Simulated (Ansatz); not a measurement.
Consider the isomerisation: `OC[SiH](F)CF` → `C[Si](F)(F)CO`.

Gas-phase electronic energies from Ansatz, PBE0-D4/def2-TZVP geometries. CBS: MP2 limit from def2 TZ/QZ plus the TZ coupled-cluster correction, frozen cores. DFT in def2-TZVPP. B3LYP here is the variant with VWN-RPA as its local correlation; programs differ in this. HSE06 is defined as in plane-wave codes. Each species was taken in one conformer, which may not be the lowest.

| level | ΔE (eV) | difference from CCSD(T)/CBS |
| --- | --- | --- |
| B3LYP-D4 | -2.83 | 0.12 |
| r2SCAN0-D4 | -2.97 | -0.02 |
| HSE06-D4 | -2.83 | 0.12 |
| BHLYP-D4 | -2.92 | 0.03 |
| ωB97M-V | -2.89 | 0.06 |
| B2PLYP | -2.90 | 0.05 |
| PBE | -2.74 | 0.21 |
| BHLYP | -2.90 | 0.05 |
| CCSD/def2-SVP | -2.69 | 0.26 |
| CCSD(T)/def2-SVP | -2.67 | 0.28 |
| MP2/def2-TZVPP | -3.03 | -0.08 |
| SCS-MP2/def2-TZVPP | -2.94 | 0.01 |
| CCSD/def2-TZVPP | -2.93 | 0.02 |
| CCSD(T)/def2-TZVPP | -2.92 | 0.03 |
| HF/CBS(def2) | -2.92 | 0.03 |
| MP2/CBS(def2) | -3.06 | -0.11 |
| CCSD(T)/CBS | -2.95 | 0 |

Largest T1 diagnostic among the species: 0.011.

At CCSD(T), def2-SVP lies +0.27 eV from the extrapolated value and def2-TZVPP +0.03 eV. From PBE to PBE0 (25 % exact exchange), in def2-TZVPP and without D4, ΔE moves by −0.09 eV.
